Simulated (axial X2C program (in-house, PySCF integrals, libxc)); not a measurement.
## Correcting the dissociation energy of BaI for spin–orbit coupling

A spin-free PBE0 curve (one-electron X2C) was computed with an axial X2C code built on PySCF integrals, basis Ba dyall-v2z [12s13p8d], I dyall-v2z [9s9p7d] (cores contracted in-house), for the state M_S = 1/2, Λ = 0 (beyond evenly filled blocks: σα). It gives D0 = 3.612 eV to Ba + I, which in a spin-free picture are the weighted means of the ground terms.

Measured levels of the ground terms (NIST Handbook of Basic Atomic Spectroscopic Data), in cm⁻¹: Ba 1S: J = 0 at 0; I 2P: J = 3/2 at 0, J = 1/2 at 7603.1.

The molecular state has Λ = 0, so it has no first-order lowering.

Q: How far does each ground level lie under the (2J+1)-weighted mean of its term?

A: Ba: a single level, 0; I: (4 × 0 + 2 × 7603.1)/6 = 2534 cm⁻¹.

Q: Correct D0.

A: D0 = 3.612 + (0 − 2534)/8065.5 = 3.298 eV at PBE0 with these spin–orbit terms. The direct two-component run gives 3.312 eV; the difference holds second-order terms in the molecule, scalar two-electron terms, the gap between measured and computed atomic splittings (a 2c atom can miss part of its lowering) and, in coupled cluster, the truncation of each run.

Second-order spin–orbit effects in the molecule, which grow quickly with Z, are left out. The state is one determinant whose occupation by symmetry is held fixed; it was picked as the lowest of a PBE0 search that is not exhaustive. De is counted from the lowest determinant-based energies of the atoms at the same level, without counterpoise correction. The functionals have no current-density term, which raises determinants with orbital currents, atoms included.
